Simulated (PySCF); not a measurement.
A structure optimised at PBE-D3(BJ)/def2-SVP, used in a PySCF frequency run:

```xyz
11

N      0.0556    -3.2752     0.0000
C      0.3522    -2.1407     0.0000
C      0.6725    -0.7250     0.0000
Si    -0.8788     0.3903     0.0000
C     -0.1543     2.1976     0.0000
O      1.0524     2.3716     0.0000
H      1.2838    -0.4599    -0.8887
H      1.2838    -0.4599     0.8887
H     -1.7168     0.1649     1.2270
H     -1.7168     0.1649    -1.2270
H     -0.8618     3.0878     0.0000
```
Charge 0, spin multiplicity 1.

Q: Write its SMILES, formula and point group.

A: N#CC[SiH2]C=O, C3H5NOSi, Cs

Q: What are its rotational constants (standard atomic weights)?

A: 8.2564, 1.3349, 1.1738 GHz
